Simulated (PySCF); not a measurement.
Compound: 1-phenylphosphinan-4-one 1-oxide, C11H13O2P.
SMILES: `O=C1CCP(=O)(c2ccccc2)CC1`

The closed-shell ground state was solved at several levels (PySCF, density fitting, gas phase, non-relativistic). Geometry: PBE0-D3(BJ)/def2-SVP, one conformer, isolated molecule.

```
            level  basis functions  HOMO (eV)  LUMO (eV)  gap (eV)  dipole (D)
wB97X-D/def2-SVPD              394      -9.27       0.52      9.79        4.32
     PBE/pcSseg-1              310      -5.69      -2.00      3.69        3.88
```

Question: Estimate the row for PBE0/pcSseg-1, a basis of 310 functions; the other rows only guide the guess.

Answer: HOMO -7.30 eV, LUMO -1.16 eV, gap 6.14 eV, dipole 4.13 D.

Question: Over all these levels, which gives the widest orbital gap and which the narrowest?

Answer: wB97X-D/def2-SVPD (range-separated hybrid) has the widest, 9.79 eV, and PBE/pcSseg-1 (GGA) the narrowest, 3.69 eV. Functional and basis both differ between the two, so the spread mixes both effects.

Question: How far do the dipole and the HOMO energy spread over the levels?

Answer: The dipole runs from 3.88 to 4.32 D (mean 4.11 D) and the HOMO from -9.27 to -5.69 eV.
